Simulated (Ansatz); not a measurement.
Calculated with Ansatz (gas phase, PBE0-D4/def2-TZVP geometries, no zero-point term in ΔE). CBS: MP2 limit from def2 TZ/QZ plus the TZ coupled-cluster correction, frozen cores. This one scheme is used for every species. Each species was taken in one conformer, which may not be the lowest.

`C#C[SiH2]O` + `CC(=N)O` → `CC(=N)O[SiH2]O` + `C#C`  (ligand exchange at the Si–C bond)

```csv
level,ΔE (kJ/mol)
CCSD(T)/def2-TZVPP,-73.6
CCSD/CBS(def2),-73.1
```

(1) What does CCSD(T)/CBS give? (Best estimate.)

Largest T1 diagnostic among the species: 0.013.

Answers

(1) The calculation gave: -73.2 kJ/mol. The listed levels differ from it by -0.4, 0.1 kJ/mol.

From PBE to PBE0 (25 % exact exchange), in def2-TZVPP and without D4, ΔE moves by −4.4 kJ/mol. The D4 term adds −7.2 kJ/mol with B3LYP and −4.0 kJ/mol with PBE0; it sums over pairs of atoms, weighted by their polarisabilities, and B3LYP, whose exchange is more repulsive, gets the larger term.

B3LYP here is the variant with VWN-RPA as its local correlation; programs differ in this.
